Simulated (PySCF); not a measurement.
## NMR data sheet: CF3C(O)NH2

```
Formula                               : C2H2F3NO
SMILES                                : NC(=O)C(F)(F)F
InChI                                 : InChI=1S/C2H2F3NO/c3-2(4,5)1(6)7/h(H2,6,7)
Point group of the computed structure : C1
Degrees of unsaturation               : 1
Carbon signals                        : 2
Proton signals                        : 2
```

Bonds (- single, = double, # triple, : aromatic): N1-C2 1.341 Å, C2=O3 1.199 Å, C2-C4 1.561 Å, C4-F5 1.324 Å, C4-F6 1.345 Å, C4-F7 1.347 Å. N1 carries H8, H9. H8 is cis to the C=O or C=S heteroatom; H9 is trans to the C=O or C=S heteroatom.

PySCF 2.14 calculation with σ from GIAO-PBE0/pcSseg-1, geometry from GFN2-xTB and J couplings at B3LYP/pcJ-1; no solvent, single conformer, non-relativistic Hamiltonian, rapidly exchanging positions averaged.

δ = σ(ref) − σ, references computed at the same level: TMS for 1H (31.72 ppm), 13C (186.93 ppm); CFCl3 for 19F (170.95 ppm); 15N (267.73 ppm) vs NH3; 17O (336.08 ppm) against H2O.

| carbon | δC, type | δH (multiplicity, J in Hz) | HMBC from (abs. J ≥ 3 Hz) | span of the C tensor (ppm) |
| --- | --- | --- | --- | --- |
| C2 | 159.3, C | – | – | 159 |
| C4 | 125.9, C | – | – | 31 |

Other nuclei:
```
   atoms  nucleus                         environment  δ (ppm)  σ (ppm)
      H9       1H  hydrogen on an amide-type nitrogen     5.37    26.35
      H8       1H  hydrogen on an amide-type nitrogen     4.79    26.93
F5/F6/F7      19F             fluorine of a CF3 group    -90.3    261.2
      N1      15N                 amide-type nitrogen    111.1    156.6
      O3      17O          amide-type carbonyl oxygen    409.8    -73.7
```

Selected couplings (Hz, signed; the shortest-range and largest first, 30 at most; isotopes 13C, 19F, 15N): 1J(C4,F5) -366.7, 1J(C2,C4) 92.4, 1J(N1,C2) -22.4, 2J(C2,F5) 38.6, 2J(N1,C4) -14.5, 3J(N1,F5) 1.2.

Carbon types of the structure: 2 × C, leaving 2 H on heteroatoms. δC 159.3: amide carbonyl carbon; lone-pair donation from the attached heteroatom keeps it upfield of a ketone carbonyl. δC 125.9: CF3 carbon; 3 electronegative neighbours deshield it. δH 5.37, 4.79: hydrogen on an amide-type nitrogen; exchangeable, gas-phase position.

OH/NH shifts are gas-phase values; hydrogen bonding in solution moves them, usually downfield. The two substituents on the amide-type nitrogen aren't averaged: C–N rotation is slow on the NMR time scale. Common functionals overestimate the size of one-bond C–F couplings by tens of Hz; these are unscaled. Shifts are as computed. Against solution values, carbons near 30 ppm lie about +3 ppm off and those near 130 ppm about +5 ppm. Of 1211 compounds with measured shifts, 218 miss one by over three times the rms of a fit or turn the order of signals round; such compounds aren't used in these exercises. Hydrogen bonding in solution shields acid and N–H amide carbonyl oxygens by tens of ppm. The C=O carbon of an acid or of an amide with N–H lies up to 10 ppm further downfield in solution, through hydrogen bonding that the calculation lacks. Unscaled 19F shifts against computed CFCl3 carry errors that often reach 10 to 50 ppm. Unscaled 17O shifts of doubly bonded oxygen tend to come out too high, by tens of ppm or more. Experimental scales use liquid or dissolved standards, which lie at an offset from isolated NH3 (liquid NH3: subtract about 20 ppm) and H2O (liquid H2O: subtract about 36 ppm).
